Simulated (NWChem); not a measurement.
System: C2H4ClNOSi; SMILES [SiH2](/C=N/C=O)Cl

```xyz
10

O     -0.0421     3.8474     0.0000
C     -0.4865     2.7315     0.0000
N      0.3419     1.5629     0.0000
C     -0.2919     0.4487     0.0000
Si     0.7736    -1.1199     0.0000
Cl    -0.4837    -2.7756     0.0000
H     -1.5817     2.5193     0.0000
H     -1.3980     0.4119     0.0000
H      1.6041    -1.1500     1.2230
H      1.6041    -1.1500    -1.2230
```
Atoms are numbered in this order, from 1.

Results from NWChem. Pople sets run with spherical d functions. All runs use the structure optimised with B3LYP/6-31G* (spherical d). Level: B3LYP/6-31G* with SMD (1 M gas to 1 M solution), gas-phase geometry. Reactions with the solvent are ignored.

For solvent toluene:

```yaml
cavity-dispersion-structure term (kcal/mol): -1.1
dipole in solution (D): 2.29
```

Q: How do the values read with solvent water instead?

A: The cavity-dispersion-structure term (kcal/mol) comes out as 4.6 and the dipole in solution (D) comes out as 3.08.
